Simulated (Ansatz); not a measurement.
```xyz
13

B     2.285   -0.516    0.485
Ge    0.931   -0.820   -1.008
Si   -1.222   -0.395   -0.040
C    -1.382    1.395    0.498
H     2.684    0.583    0.729
H     2.625   -1.415    1.194
H     1.084    0.160   -2.189
H     0.922   -2.254   -1.569
H    -1.418   -1.303    1.125
H    -2.264   -0.728   -1.051
H    -0.642    1.640    1.263
H    -1.228    2.067   -0.349
H    -2.375    1.586    0.910
```

The species carries charge 0 and has multiplicity 1.

List the ωB97M-V/def2-TZVPP orbital energies in eV (Ansatz). (An estimate is asked.)

Ansatz gave: Occupied: -10865.92, -1806.88, -1361.83, -1209.55, -1209.54, -1209.53, -281.17, -188.48, -173.56, -147.96, -122.82, -122.81, -122.77, -102.08, -102.06, -102.05, -35.62, -35.60, -35.57, -35.54, -35.54, -22.49, -18.77, -16.82, -15.73, -14.15, -14.05, -12.76, -11.85, -11.76, -11.19, -10.66, -9.59. Lowest empty: -0.43, 2.04, 2.34, 2.76, 2.95, 3.23, 3.30, 3.81.
